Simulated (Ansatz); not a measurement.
Harmonic frequencies (cm⁻¹) at PBE0-D4/def2-TZVP from Ansatz: 1167.

Problem. Which molecule is it?
A. `[F][Y]`
B. `N#[As]`
C. `[B]Cl`
D. `ClBr`

Solution. B.
